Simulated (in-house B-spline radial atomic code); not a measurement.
Inner levels of tungsten as electrons are removed. A shift is the extra binding of the orbital against the neutral atom ([Xe] 4f14 5d4 6s2). Computed with a radial B-spline atomic code at the basis-set limit: non-relativistic Hartree-Fock, average of the configuration, point nuclei.

This level leaves out relativity, spin-orbit splitting included, which matters for heavy ions.

| ion | configuration | shift of 1s (eV) | radius of 1s (bohr) | Σ<r²> (bohr²) | change of density at nucleus (bohr⁻³) |
| --- | --- | --- | --- | --- | --- |
| W68+ | [He] 2s2 2p2 | 7261.64 | 0.020406 | 0.029208 | -4868.77 |
| W69+ | [He] 2s2 2p1 | ? | ? | ? | ? |
| W70+ | [He] 2s2 | 8169.48 | 0.020381 | 0.017099 | -3969.65 |
| W71+ | [He] 2s1 | ? | ? | ? | ? |
| W72+ | 1s2 | 8954.65 | 0.020374 | 0.0011076 | -34379.3 |
| W73+ | 1s1 | 10208.6 | 0.02027 | 0.00054785 | -161046 |

Fill in the row of W69+.

shift of 1s (eV): 7713.52; radius of 1s (bohr): 0.020393; Σ<r²> (bohr²): 0.023083; change of density at nucleus (bohr⁻³): -4421.88.

Fill in the row of W71+.

shift of 1s (eV): 8560.78; radius of 1s (bohr): 0.02038; Σ<r²> (bohr²): 0.0090415; change of density at nucleus (bohr⁻³): -19044.9.
